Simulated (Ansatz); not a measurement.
Species: PbI, net charge 0, doublet state. 
Structure (B3LYP-D3(BJ)/def2-TZVP (Ansatz, a quantum-chemistry and plane-wave program) minimum search):
SMILES: [I][Pb]
```xyz
2

Pb     0.0000     0.0000    -1.1115
I      0.0000     0.0000     1.7197
```
Charge 0, spin multiplicity 2.

Computed values are from Ansatz. Cores are frozen in the correlated levels unless marked. Open shells are spin-unrestricted. Spin-orbit coupling is left out. Frozen are the shells of the preceding noble gas and the d and f shells that filled before the atom's block. Past Kr the def2 sets carry scalar-relativistic core potentials. CBS marks a two-point X^-3 extrapolation of the correlation energy; Hartree-Fock from the larger set.

What is the atomisation energy De at CCSD(T)/CBS(def2-TZVPPD,def2-QZVPPD)?

67.9 kcal/mol.

What is the dipole moment at CCSD(T)/def2-SVPD?

3.36 D.

What is the T1 diagnostic at CCSD/def2-QZVPPD?

0.016.

What is the total energy at CCSD(T)/CBS(def2-TZVPPD,def2-QZVPPD)?

-488.8234 Eh.

What is the vertical ionisation energy (to the singlet) at CCSD(T)/CBS(def2-TZVPPD,def2-QZVPPD)?

6.75 eV.
